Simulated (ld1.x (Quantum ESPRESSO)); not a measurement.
**Plane-wave convergence, TM potential for rubidium**

- Element: rubidium
- Generator: ld1.x (Quantum ESPRESSO) 7.5
- Type: norm-conserving Troullier–Martins (Kleinman–Bylander form)
- Functional: LDA (PZ)
- Relativity: scalar-relativistic
- Frozen core: [Ar] 3d10
- Valence charge: 9
- Reference configuration: 4s2 4p6 5s1 5p0
- Partial waves: 4s (bound): rc 2.00 bohr; 4p (bound): rc 2.45 bohr; 4d channel at 0.05 Ry: rc 2.65 bohr
- Local potential: the d channel
- Core correction: a·sin(br)/r model core, default radius (core density twice the valence density)

Occupied shells without a wave of their own: 5s. They enter only through the test configuration that unscreens the potential, and ld1.x also counts them in the model core charge.

The pseudo-atom Hamiltonian at the reference potential is diagonalised in spherical Bessel functions j_l(qr) that vanish at 20 bohr, with q² up to the cutoff. All-electron valence levels (Ry): 4s -2.3494, 5s -0.1739, 4p -1.1783, 5p -0.0577.

Problem. How do the lowest levels (Ry) of each channel move with the cutoff, and are there ghosts?

Solution.

| cutoff (Ry) | s #1 | s #2 | s #3 | p #1 | p #2 | d #1 | f #1 | Σ f·Δε (mRy) |
| --- | --- | --- | --- | --- | --- | --- | --- | --- |
| 8 | -2.2753 | -0.1703 | 0.0101 | -1.1250 | -0.0543 | 0.0040 | 0.0844 | 473.3 |
| 12 | -2.3150 | -0.1721 | 0.0096 | -1.1738 | -0.0569 | 0.0012 | 0.0844 | 99.5 |
| 15 | -2.3318 | -0.1731 | 0.0093 | -1.1781 | -0.0572 | 0.0005 | 0.0844 | 38.9 |
| 21 | -2.3459 | -0.1741 | 0.0090 | -1.1783 | -0.0573 | 0.0001 | 0.0844 | 8.6 |
| 30 | -2.3465 | -0.1741 | 0.0090 | -1.1784 | -0.0573 | 0.0001 | 0.0844 | 6.3 |
| 40 | -2.3490 | -0.1743 | 0.0090 | -1.1784 | -0.0573 | 0.0001 | 0.0844 | 1.1 |
| 45 | -2.3493 | -0.1744 | 0.0089 | -1.1784 | -0.0573 | 0.0001 | 0.0844 | 0.4 |
| 55 | -2.3494 | -0.1744 | 0.0089 | -1.1784 | -0.0573 | 0.0001 | 0.0844 | 0.2 |
| 400 | -2.3495 | -0.1744 | 0.0089 | -1.1784 | -0.0573 | 0.0001 | 0.0844 | 0.0 |

Result: no extra level below or beside the all-electron valence levels (s, p, d, f tested); 10 mRy is reached at 21 Ry and 1 mRy at 45 Ry.

ld1.x takes every shell without a wave as core, so the model core holds the 5s electrons as well and exchange and correlation see them twice. This cancels in the reference configuration, but the file is broken for other ones, and its errors say nothing about a proper core correction.
